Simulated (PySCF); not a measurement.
F6Mo, charge +1, doublet (typed; the unrestricted solution is spin-contaminated), geometry from GFN2-xTB (such geometries of metal compounds can be far from the true shape) (the multiplicity is a formal guess) (all electrons, no relativity); M062X/3-21G (PySCF).

Input for PySCF:
```python
from pyscf import gto, scf, dft

mol = gto.Mole()
mol.atom = '''
    Mo    0.00000000    0.00000000    0.00000000
    F     1.04528323   -0.44122247   -1.33014128
    F    -1.04528323    0.44122247    1.33014128
    F    -1.11130874    0.74998149   -1.12209214
    F    -0.85378333   -1.51638406   -0.16793906
    F     0.85378333    1.51638406    0.16793906
    F     1.11130874   -0.74998149    1.12209214
'''
mol.basis = '3-21g'
mol.charge = 1
mol.spin = 1
mol.verbose = 4
mol.symmetry = True
mol.build()

mf = dft.UKS(mol)
mf.xc = 'm062x'
mf.irrep_nelec = {'Ag': (15, 15), 'B1g': (3, 3), 'B2g': (2, 3), 'B3g': (3, 3), 'B1u': (9, 8), 'B2u': (8, 8), 'B3u': (8, 7)}
mf.kernel()
mf.analyze()
```

**Question.** Write the output that PySCF gives for this input, abridged.

**Answer.** 
```
PySCF version 2.14.0

[INPUT] verbose = 4
[INPUT] num. atoms = 7
[INPUT] num. electrons = 95
[INPUT] charge = 1
[INPUT] spin (= nelec alpha-beta = 2S) = 1
[INPUT] symmetry True subgroup None
[INPUT] Mole.unit = angstrom
[INPUT] Symbol           X                Y                Z      unit          X                Y                Z       unit  Magmom
[...]
nuclear repulsion = 931.288666722588
point group symmetry = Oh, use subgroup D2h
symmetry origin: [3.70074342e-17 0.00000000e+00 0.00000000e+00]
symmetry axis x: [ 0.63564926 -0.42897636  0.64181718]
symmetry axis y: [-0.48834921 -0.8673453  -0.09605822]
symmetry axis z: [ 0.59788382 -0.25237158 -0.76081767]
num. orbitals of irrep Ag = 27
num. orbitals of irrep B1g = 7
num. orbitals of irrep B2g = 7
num. orbitals of irrep B3g = 7
num. orbitals of irrep B1u = 14
num. orbitals of irrep B2u = 14
num. orbitals of irrep B3u = 14
number of shells = 44
number of NR pGTOs = 171
number of NR cGTOs = 90
basis = 3-21g
ecp = {}

******** <class 'pyscf.dft.uks_symm.SymAdaptedUKS'> ********
method = SymAdaptedUKS
initial guess = minao
damping factor = 0
level_shift factor = 0
DIIS = <class 'pyscf.scf.diis.CDIIS'>
diis_start_cycle = 1
diis_space = 8
diis_damp = 0
SCF conv_tol = 1e-09
SCF conv_tol_grad = None
SCF max_cycles = 50
direct_scf = True
direct_scf_tol = 1e-13
number electrons alpha = 48  beta = 47
irrep_nelec {'Ag': (15, 15), 'B1g': (3, 3), 'B2g': (2, 3), 'B3g': (3, 3), 'B1u': (9, 8), 'B2u': (8, 8), 'B3u': (8, 7)}
XC library pyscf.dft.libxc version 7.1.2
    S. Lehtola, C. Steigemann, M. J. T. Oliveira, and M. A. L. Marques,  SoftwareX 7, 1–5 (2018)
XC functionals = m062x
    Y. Zhao and D. G. Truhlar,  Theor. Chem. Acc. 120, 215 (2008)
    Y. Zhao and D. G. Truhlar,  Theor. Chem. Acc. 120, 215 (2008)
radial grids:
    Treutler-Ahlrichs [JCP 102, 346 (1995); DOI:10.1063/1.469408] (M4) radial grids

becke partition: Becke, JCP 88, 2547 (1988); DOI:10.1063/1.454033
pruning grids: <function nwchem_prune>
grids dens level: 3
symmetrized grids: True
atomic radii adjust function: <function treutler_atomic_radii_adjust>
small_rho_cutoff = 0
Freeze 95 electrons in irreps ['Ag', 'B1g', 'B2g', 'B3g', 'B1u', 'B2u', 'B3u']
    0 free electrons in irreps
Set gradient conv threshold to 3.16228e-05
tot grids = 108016
init E= -4548.69392452103

cycle= 1 E= -4552.29222196854  delta_E= -3.6  |g|= 1.27  |ddm|= 3.05

cycle= 2 E= -4544.36320364688  delta_E= 7.93  |g|= 4.22  |ddm|= 3.87

cycle= 3 E= -4553.25493058139  delta_E= -8.89  |g|= 0.649  |ddm|= 2.84

cycle= 4 E= -4553.1211503852  delta_E= 0.134  |g|= 0.943  |ddm|= 1.16

cycle= 5 E= -4553.41650904344  delta_E= -0.295  |g|= 0.182  |ddm|= 0.841

cycle= 6 E= -4553.42736131499  delta_E= -0.0109  |g|= 0.124  |ddm|= 0.161

cycle= 7 E= -4553.43292826452  delta_E= -0.00557  |g|= 0.0675  |ddm|= 0.116

cycle= 8 E= -4553.43512071703  delta_E= -0.00219  |g|= 0.036  |ddm|= 0.074

cycle= 9 E= -4553.43618406  delta_E= -0.00106  |g|= 0.043  |ddm|= 0.063

cycle= 10 E= -4553.43602472949  delta_E= 0.000159  |g|= 0.0406  |ddm|= 0.011

cycle= 11 E= -4553.43484632426  delta_E= 0.00118  |g|= 0.036  |ddm|= 0.0671

cycle= 12 E= -4553.43034097757  delta_E= 0.00451  |g|= 0.0589  |ddm|= 0.323

cycle= 13 E= -4553.43015613627  delta_E= 0.000185  |g|= 0.064  |ddm|= 0.0141

cycle= 14 E= -4553.42975639051  delta_E= 0.0004  |g|= 0.0592  |ddm|= 0.134

cycle= 15 E= -4553.43075124987  delta_E= -0.000995  |g|= 0.0503  |ddm|= 0.124

cycle= 16 E= -4553.43079575665  delta_E= -4.45e-05  |g|= 0.0484  |ddm|= 0.0169

cycle= 17 E= -4553.43134503319  delta_E= -0.000549  |g|= 0.0367  |ddm|= 0.0246

cycle= 18 E= -4553.43120869676  delta_E= 0.000136  |g|= 0.0488  |ddm|= 0.0458

cycle= 19 E= -4553.43137136082  delta_E= -0.000163  |g|= 0.0273  |ddm|= 0.0905

cycle= 20 E= -4553.43189733386  delta_E= -0.000526  |g|= 0.0168  |ddm|= 0.0633

cycle= 21 E= -4553.4317820064  delta_E= 0.000115  |g|= 0.0164  |ddm|= 0.0207

cycle= 22 E= -4553.4312145206  delta_E= 0.000567  |g|= 0.0172  |ddm|= 0.129

[...]
SCF not converged.
Total Energy =                       -4553.431383610815828
[...]
beta  MO #34 (B3g #2), energy= -1.0463915734339 occ= 1
beta  MO #35 (Ag #14), energy= -1.04481329428912 occ= 1
beta  MO #36 (B1u #6), energy= -1.00901226525567 occ= 1
beta  MO #37 (B2u #6), energy= -1.00035651998548 occ= 1
beta  MO #38 (B3u #6), energy= -0.963982981344623 occ= 1
beta  MO #39 (B2g #3), energy= -0.957851954167681 occ= 1
beta  MO #40 (B2u #7), energy= -0.936187911553488 occ= 1
beta  MO #41 (Ag #15), energy= -0.927481174156488 occ= 1
beta  MO #42 (B1u #7), energy= -0.911701360646307 occ= 1
beta  MO #43 (B1g #3), energy= -0.899850811728742 occ= 1
beta  MO #44 (B3g #3), energy= -0.879649353020253 occ= 1
beta  MO #45 (B1u #8), energy= -0.878308447885125 occ= 1
beta  MO #46 (B3u #7), energy= -0.872282500684775 occ= 1
beta  MO #47 (B2u #8), energy= -0.865775460589941 occ= 1
beta  MO #48 (B3u #8), energy= -0.737933778206318 occ= 0
beta  MO #49 (B2g #4), energy= -0.561691992395301 occ= 0
beta  MO #50 (B1g #4), energy= -0.542824767807743 occ= 0
beta  MO #51 (B3g #4), energy= -0.531208661414627 occ= 0
beta  MO #52 (Ag #16), energy= -0.326465467816115 occ= 0
beta  MO #53 (Ag #17), energy= -0.310925381622087 occ= 0
beta  MO #54 (Ag #18), energy= -0.18977867081185 occ= 0
beta  MO #55 (B3u #9), energy= -0.151536993138784 occ= 0
beta  MO #56 (B2u #9), energy= -0.127782840062961 occ= 0
beta  MO #57 (B1u #9), energy= -0.114394849698561 occ= 0
beta  MO #58 (B1u #10), energy= -0.0425416232996643 occ= 0
beta  MO #59 (B3u #10), energy= -0.0253263598909279 occ= 0
beta  MO #60 (B2u #10), energy= -0.0176421651628216 occ= 0
beta  MO #61 (Ag #19), energy= -0.00421893243062232 occ= 0
beta  MO #62 (B2g #5), energy= 0.455371367764625 occ= 0
beta  MO #63 (B1g #5), energy= 0.46967667458979 occ= 0
beta  MO #64 (B3g #5), energy= 0.482594331130727 occ= 0
beta  MO #65 (Ag #20), energy= 0.755271861498195 occ= 0
beta  MO #66 (Ag #21), energy= 0.759474642012367 occ= 0
beta  MO #67 (B2u #11), energy= 1.45905228336787 occ= 0
beta  MO #68 (B1u #11), energy= 1.46160853531934 occ= 0
beta  MO #69 (B3u #11), energy= 1.49135314620371 occ= 0
beta  MO #70 (B3u #12), energy= 1.53994235897564 occ= 0
beta  MO #71 (B1u #12), energy= 1.55643180275342 occ= 0
beta  MO #72 (B2g #6), energy= 1.56508318380475 occ= 0
beta  MO #73 (B2u #12), energy= 1.56939359941307 occ= 0
beta  MO #74 (B1g #6), energy= 1.59449131844296 occ= 0
beta  MO #75 (Ag #22), energy= 1.59655655157106 occ= 0
beta  MO #76 (B3g #6), energy= 1.63272810478769 occ= 0
beta  MO #77 (Ag #23), energy= 1.709599107167 occ= 0
beta  MO #78 (B1u #13), energy= 1.71523806419333 occ= 0
beta  MO #79 (B2u #13), energy= 1.71563358167873 occ= 0
beta  MO #80 (B3u #13), energy= 1.72149826976012 occ= 0
beta  MO #81 (Ag #24), energy= 1.74310940528186 occ= 0
beta  MO #82 (B2g #7), energy= 1.78096252705722 occ= 0
beta  MO #83 (B1g #7), energy= 1.81941712061392 occ= 0
beta  MO #84 (B3g #7), energy= 1.84158304289904 occ= 0
beta  MO #85 (B3u #14), energy= 3.03448705515285 occ= 0
beta  MO #86 (B1u #14), energy= 3.05921033218809 occ= 0
beta  MO #87 (B2u #14), energy= 3.10283098080812 occ= 0
beta  MO #88 (Ag #25), energy= 3.52539664000399 occ= 0
beta  MO #89 (Ag #26), energy= 3.62425419749298 occ= 0
beta  MO #90 (Ag #27), energy= 3.66658905871022 occ= 0
 ** Mulliken pop alpha/beta on meta-lowdin orthogonal AOs **
 ** Mulliken pop       alpha | beta **
In total            48.00000 | 47.00000
 ** Mulliken atomic charges   ( Nelec_alpha | Nelec_beta ) **
charge of  0Mo =      0.81241  (    21.02539     20.16220 )
charge of  1F =      0.02924  (     4.29109      4.67967 )
charge of  2F =      0.02924  (     4.29109      4.67967 )
charge of  3F =      0.14593  (     4.61817      4.23590 )
charge of  4F =     -0.08137  (     4.57804      4.50333 )
charge of  5F =     -0.08137  (     4.57804      4.50333 )
charge of  6F =      0.14593  (     4.61817      4.23590 )

WARN: System has nonzero charge 1; the dipole moment is origin-dependent.
Location of origin: [0. 0. 0.]

Dipole moment(X, Y, Z, Debye): -0.00000, -0.00000,  0.00000
```

Convergence was not reached.
